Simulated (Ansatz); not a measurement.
Complex (SMILES): [SiH4] (SiH4) with CC#N, atoms 1 to 5 the first; geometry from B3LYP-D3(BJ)/def2-TZVP, monomers rigid:
```xyz
11

Si    -0.2782    -0.3110     0.5434
H      0.3703     0.3249    -0.6277
H      0.4858    -0.0047     1.7685
H     -1.6621     0.2034     0.6592
H     -0.3267    -1.7748     0.3228
C     -3.3733    -2.6798     1.4880
C     -2.5202    -2.2119     2.5677
N     -1.8380    -1.8349     3.4125
H     -4.2233    -3.2313     1.8900
H     -3.7418    -1.8307     0.9118
H     -2.8079    -3.3342     0.8241
```

Basis-set convergence of the counterpoise-corrected interaction energy at B3LYP with Ansatz (a program for electronic structure). Cartesian d functions, on some or all atoms, in 6-31G**; all else is spherical. The program fits the integrals of some runs and decomposes those of others, by size. No added dispersion term, no relativity. Functions are those of the species that has most. Reference: the value in aug-pcseg-3, 0.40 kcal/mol. Deviations are taken from unrounded values.

```json
[
 {"basis": "STO-3G", "functions": "31", "counterpoise-corrected interaction energy (kcal/mol)": "1.08", "minus reference (kcal/mol)": "0.68"},
 {"basis": "pcseg-0", "functions": "54", "counterpoise-corrected interaction energy (kcal/mol)": "0.81", "minus reference (kcal/mol)": "0.42"},
 {"basis": "def2-SVP", "functions": "95", "counterpoise-corrected interaction energy (kcal/mol)": "0.50", "minus reference (kcal/mol)": "0.11"},
 {"basis": "6-31G**", "functions": "99", "counterpoise-corrected interaction energy (kcal/mol)": "0.66", "minus reference (kcal/mol)": "0.26"},
 {"basis": "cc-pV(D+d)Z", "functions": "100", "counterpoise-corrected interaction energy (kcal/mol)": "0.47", "minus reference (kcal/mol)": "0.07"},
 {"basis": "def2-TZVPD", "functions": "217", "counterpoise-corrected interaction energy (kcal/mol)": "0.42", "minus reference (kcal/mol)": "0.02"},
 {"basis": "cc-pV(T+d)Z", "functions": "227", "counterpoise-corrected interaction energy (kcal/mol)": "0.41", "minus reference (kcal/mol)": "0.02"},
 {"basis": "def2-TZVPP", "functions": "233", "counterpoise-corrected interaction energy (kcal/mol)": "0.43", "minus reference (kcal/mol)": "0.03"},
 {"basis": "jun-cc-pV(T+d)Z", "functions": "263", "counterpoise-corrected interaction energy (kcal/mol)": "0.41", "minus reference (kcal/mol)": "0.02"},
 {"basis": "aug-pcseg-2", "functions": "349", "counterpoise-corrected interaction energy (kcal/mol)": "0.43", "minus reference (kcal/mol)": "0.03"},
 {"basis": "pcseg-3", "functions": "475", "counterpoise-corrected interaction energy (kcal/mol)": "0.41", "minus reference (kcal/mol)": "0.01"},
 {"basis": "def2-QZVPPD", "functions": "496", "counterpoise-corrected interaction energy (kcal/mol)": "0.40", "minus reference (kcal/mol)": "0.00"},
 {"basis": "aug-pcseg-3", "functions": "687", "counterpoise-corrected interaction energy (kcal/mol)": "0.40", "minus reference (kcal/mol)": "0.00"}
]
```

The smallest set listed that lies within 0.05 kcal/mol of the reference with all its larger relatives (same family, alike in diffuse functions; a set with none counts only in the reference's own line) is def2-TZVPD (217 functions, 0.02 kcal/mol off). Inside, with no larger relative to test it: pcseg-3. (Relatives not listed, tested too: def2-TZVPPD 0.01, aug-cc-pV(T+d)Z -0.01, cc-pV(Q+d)Z 0.00, def2-QZVP 0.00, def2-QZVPP 0.00, aug-cc-pV(Q+d)Z 0.00, cc-pV(5+d)Z 0.00 kcal/mol.)
